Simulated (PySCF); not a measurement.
Al(NMe2)(OH)(SeH) (C2H8AlNOSe), SMILES C[N](C)[Al]([OH])[SeH].

Geometry optimised at ωB97X-D3(BJ)/def2-SVP. One conformer was computed; it need not be the lowest.

Calculation: PySCF with B3LYP/def2-TZVP.

Isolated molecule, no solvent.

```yaml
total_energy: -2855.27092 hartree
point_group: Cs
highest_occupied_level: -6.20 eV
lowest_empty_level: -0.51 eV
orbital_gap: 5.69 eV
dipole_moment: 2.34 D
quadrupole, principal values (traceless, Buckingham form, about the centre of nuclear charge): -3.21, -0.85, 4.05 D·Å
mean_static_polarisability: 88.0 bohr³ (13.05 Å³)
polarisability_principal_values: 69.8, 87.2, 107.1 bohr³
```
